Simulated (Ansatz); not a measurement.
Two structures of SnSiH$_{8}$O, singlet, reached by relaxing down either side of one saddle point (PBE0-D4/def2-TZVP). Energies are electronic, without zero-point energy. Ansatz 0.2.0; basis: def2-TZVPP and def2-QZVPP; cores frozen in the correlated methods. Filled d shells of the heavier atoms are correlated. Core potentials replace the inner electrons of the atoms past krypton. The def2 sets are not built for correlating such inner shells, so the correlated values are less sure here. Extrapolation: Hartree–Fock as exp(−7.88 √X), correlation as X^−2.97. First:

```tsv
atom	x (Å)	y (Å)	z (Å)
Sn1	-0.6462	-1.6942	-0.5981
O2	1.2948	-1.9700	-0.4094
H3	-1.4023	-3.2250	-0.6767
H4	-1.2039	-0.8124	0.7575
H5	-0.7759	-0.8172	-2.0460
H6	1.1633	1.0959	0.1205
Si7	0.2422	2.1916	0.5165
H8	1.5349	-2.4397	0.3918
H9	0.9245	3.5015	0.3618
H10	-0.9639	2.1593	-0.3504
H11	-0.1675	2.0104	1.9323
```

Second:

| atom | x (Å) | y (Å) | z (Å) |
| --- | --- | --- | --- |
| Sn1 | -1.3426 | -0.7181 | -0.4675 |
| O2 | 1.8307 | -0.9588 | -0.1057 |
| H3 | -1.0551 | -2.0570 | 0.5506 |
| H4 | -3.0441 | -0.5202 | -0.5690 |
| H5 | -0.7813 | -1.0740 | -2.0378 |
| H6 | 2.5029 | -0.4324 | -0.5453 |
| Si7 | -0.2452 | 1.3997 | 0.4585 |
| H8 | 2.1884 | -1.1628 | 0.7617 |
| H9 | 0.7822 | 1.9173 | -0.4848 |
| H10 | -1.2456 | 2.4821 | 0.6736 |
| H11 | 0.4097 | 1.1244 | 1.7657 |

**Question.** Which bonds change from the first to the second?

**Answer.** SnH₄O ([OH][SnH3]) + SiH₄ → SnSiH₆ ([SiH3][SnH3]) + H₂O; bonds formed: Sn1–Si7, O2–H6; bonds broken: Sn1–O2, H6–Si7.

**Question.** Give the saddle point's structure and its height above each. (To be estimated.)

**Answer.** The calculation gives: 169.4 kJ/mol above the first and 191.2 kJ/mol above the second (CCSD(T) at an estimated basis limit (MP2 extrapolated from triple and quadruple zeta, plus CCSD(T) − MP2 in triple zeta)).
Sn1  (-0.787, -1.213, -0.535)
O2  (1.321, -1.128, -0.187)
H3  (-0.720, -2.921, -0.662)
H4  (-1.811, -0.798, 0.757)
H5  (-1.091, -0.502, -2.041)
H6  (1.121, -0.047, 0.131)
Si7  (0.202, 1.658, 0.412)
H8  (1.697, -1.687, 0.508)
H9  (1.205, 2.697, 0.017)
H10  (-1.070, 2.070, -0.271)
H11  (-0.066, 1.871, 1.871)
(Å)

T1 diagnostic: at most 0.015.

Labels in which every atom is bracketed show which atoms are joined, not bond orders.

For scale, one of the runs: CCSD(T)/def2-TZVPP, 235 basis functions, launched by `ansatz run in.yaml --threads 4 --pin off --events-out ev --progress --plain --max-ram 9574MiB`. Time: 2 min of wall clock on 4 CPU threads of an AMD EPYC 7R43; the host was shared. Peak host memory: 4.5 GiB.
